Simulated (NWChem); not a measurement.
Species: thionyl fluoride (SOF2); SMILES O=S(F)F

```xyz
4

O      0.0060    -1.3711    -0.3899
S      0.0008    -0.1728     0.4034
F      1.1656     0.7801    -0.1864
F     -1.1723     0.7699    -0.1864
```
Atoms are numbered in this order, from 1.

Computed with NWChem. Geometry optimised at PBE0/def2-SVP; all other runs use it. 

| quantity | level | value |
|---|---|---|
| vertical ionisation energy, ΔSCF (eV) | CAM-B3LYP/def2-SVP | (withheld) |
| isotropic polarisability (bohr³), static | CAM-B3LYP/def2-SVPD | (withheld) |
| vertical, lowest state with f > 0.02, singlet (eV) | CAM-B3LYP/def2-SVPD, TDA | 6.59 |
| dipole in solution (D) in water | PBE0/def2-SVP, SMD | (withheld) |
| dipole (D) | PBE0/def2-SVP | 1.85 |
| highest harmonic frequency (cm⁻¹) | PBE0/def2-SVP | 1364 |

### Question
What belongs in the gaps?

### Answer

- vertical ionisation energy, ΔSCF (eV), value: 12.52
- isotropic polarisability (bohr³), static, value: 26.8
- dipole in solution (D) in water, value: 2.16
